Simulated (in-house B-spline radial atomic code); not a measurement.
Results of a calculation; reference values are marked as such.
# Stopping and range of 80 keV Be in Ge

The pair potential comes from two frozen, spherical free-atom densities (PBE, B-spline radial code, scalar-relativistic past argon): electrostatics plus the change in Thomas-Fermi kinetic and Dirac exchange energy where they overlap, the recipe behind the universal ZBL potential, which averages such potentials (from solid-state densities) over many pairs. It is written V = (Z1 Z2 e²/r) φ(r/a), with e² = 14.3996 eV·Å and a = 0.46850 Å/(Z1^0.23 + Z2^0.23); ZBL's fit is φ = 0.18175 e^(−3.1998x) + 0.50986 e^(−0.94229x) + 0.28022 e^(−0.4029x) + 0.02817 e^(−0.20162x). Where φ falls below 4e-4 it is continued as an exponential.

The target is taken as amorphous, with density 5.3234 g/cm³ (NSM archive of the Ioffe Institute); channelling is ignored. Masses: Be 9.01, Ge 72.63 u. Nuclear stopping is S_n = 4π a Z1 Z2 e² M1/(M1 + M2) × s_n(ε), with s_n integrated over impact parameters for each pair. Electronic stopping is Lindhard and Scharff's S_e = Z1^(1/6) 8π e² a0 Z1 Z2/(Z1^(2/3) + Z2^(2/3))^(3/2) × v/v0, with a0 = 0.529177 Å and v = v0 at 24.801 keV/u; it misses the oscillations with Z1 seen in experiment, which reach tens of per cent. Compounds add by atom fraction.

| target atom | a (Å) | ε at this energy | s_n, this pair | s_n, ZBL potential |
| --- | --- | --- | --- | --- |
| Ge | 0.13033 | 5.033 | 0.1797 | 0.1776 |

Problem. What are the atom density and the stopping powers at entry?

Solution. N = 5.3234 × 0.602214/72.63 = 0.04414 atoms/Å³. For Ge: S_n = 333.2 × 0.1797 = 59.87 eV·Å², S_e = 1.4609 × √80000 = 413.2 eV·Å². Averaged over the target's atoms and times N × 10 Å/nm, the ion loses N S_n = 26.4 eV/nm to recoils and N S_e = 182 eV/nm to electrons; the nuclear share is 13 %.

Along the track:

```json
{"E (keV)": "4", "N S_n (eV/nm)": "52.8", "N S_e (eV/nm)": "40.8"}
{"E (keV)": "12", "N S_n (eV/nm)": "49.6", "N S_e (eV/nm)": "70.6"}
{"E (keV)": "24", "N S_n (eV/nm)": "42.5", "N S_e (eV/nm)": "99.9"}
{"E (keV)": "40", "N S_n (eV/nm)": "35.9", "N S_e (eV/nm)": "129"}
{"E (keV)": "60", "N S_n (eV/nm)": "30.3", "N S_e (eV/nm)": "158"}
{"E (keV)": "80", "N S_n (eV/nm)": "26.4", "N S_e (eV/nm)": "182"}
```

Problem. Estimate the path length and the projected range.

Solution. With continuous slowing down the path is the integral of dE/(N (S_n + S_e)). Trapezoids over the table give 487 nm, and the stretch below the first row, with stopping taken as √E, adds 2E/(N S) = 85 nm: 573 nm in all, against 545 nm on a fine grid from 5 eV. Deflections shorten the depth: to first order in the energy passed on, N (S_n + S_e) dR_p/dE = 1 − N S_n (M2/M1) R_p/(2E), summed over the target's atoms, and integrating this on the fine grid gives R_p = 257 nm, 0.47 of the path. Lindhard's rule of thumb R/(1 + M2/3M1), with mean M2/M1 = 8.06, gives 148 nm; it assumes that nuclear stopping leads, so it comes too short here. On the ZBL potential the same equation gives 259 nm, and the full integral equation, which keeps hard collisions, 265 nm.
